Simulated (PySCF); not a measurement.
Diatomics with 82 electrons

MP2 in PySCF with def2-SVP on every atom (core potentials on In, Sn, Sb), for the lowest determinant that a PBE0 search found; no spin–orbit coupling. All have 82 electrons, 8 of them in the valence shells, and the same state, a triplet (π ↑↑). For ions De leads to the atom and ion picked by measured ionisation energies and electron affinities.

```csv
species,difference of nuclear charges,Re (Å),ωe (cm⁻¹),k (mdyn/Å),De (eV),dissociates to
InAs,16,2.756,184,0.903,1.32,In + As
SnGe,18,2.584,240,1.55,2.14,Sn + Ge
GaSb,20,2.767,182,0.860,1.31,Ga + Sb
InSe⁺,15,3.273,89.3,0.221,0.55,In⁺ + Se
SnAs⁺,17,2.617,236,1.51,1.52,Sn⁺ + As
GeSb⁺,19,2.591,253,1.74,1.99,Ge⁺ + Sb
```

(1) Which member of the whole set has the stiffest bond, and how does it compare with the softest?

Correlated steps freeze 13 core orbitals. Correlated levels converge slowly with the basis: in double zeta they bind strong bonds too weakly, by up to about 1 eV, and carry superposition errors of some tenths. These are scalar-relativistic numbers at best; spin–orbit coupling would shift them, the dissociation energy most. For an ion De counts to the pair picked by the measured ionisation energies or electron affinities, which need not be the lowest pair at this level. States were picked by a PBE0 search and need not be the measured ground states.

Answers

(1) GeSb⁺ with k = 1.74 mdyn/Å, 7.8 times that of InSe⁺.
